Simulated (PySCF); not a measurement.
AlBrH₂O, SMILES [AlH]([OH])[Br]. Geometry: r2SCAN-D4/def2-TZVP. Other conformers were not sampled.

TDA-B3LYP/def2-SVPD run with PySCF puts the lowest singlet excitations at 6.09, 6.48, 6.64, 6.68, 6.93, 7.52 eV.

**Question.** What are the lowest excitation roots from ADC(2)/aug-cc-pVDZ run with PySCF? (Estimate from the structure and the level; the computed values follow.)

**Answer.** 6.83, 7.09, 7.11, 7.28, 7.41, 7.70 eV. S1 differs by 0.74 eV (second minus first; roots are paired by order, and the bases may differ).
